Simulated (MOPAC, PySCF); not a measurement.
H$_{3}$ClSeSi, SMILES `Cl[SiH2][SeH]` (Cl–Si–Se–H torsion 72°), neutral singlet in the gas phase. 

Cartesian coordinates (Å):
SMILES: Cl[SiH2][SeH]
```xyz
6

Cl    -1.1077     1.8574     0.0581
Si    -0.5385    -0.1143    -0.0182
Se     1.5543    -0.4078    -0.8264
H     -0.6527    -0.6449     1.3569
H     -1.4289    -0.8206    -0.9637
H      2.1734     0.1302     0.3932
```
Charge 0, spin multiplicity 1.

All levels are single points at this geometry (PBE0-D4/def2-TZVP); Pople sets use spherical d functions. Orbital energies aren't observables, and empty levels follow the basis.

B3LYP-D3(BJ)/def2-TZVP in PySCF gives gap (eV) = 6.64.

Q: Estimate the gap (eV) from each of these levels: PBE0-D4/def2-TZVP in PySCF; B3LYP/6-311+G** (LANL2DZ on Se) in PySCF; B3LYP/LANL2DZ in PySCF; HF/6-31G* in PySCF; PM3 in MOPAC.

A: 
```
level                                     gap (eV)
----------------------------------------  --------
PBE0-D4/def2-TZVP in PySCF                    7.14
B3LYP/6-311+G** (LANL2DZ on Se) in PySCF      6.56
B3LYP/LANL2DZ in PySCF                        6.73
HF/6-31G* in PySCF                           13.16
PM3 in MOPAC                                  6.94
```
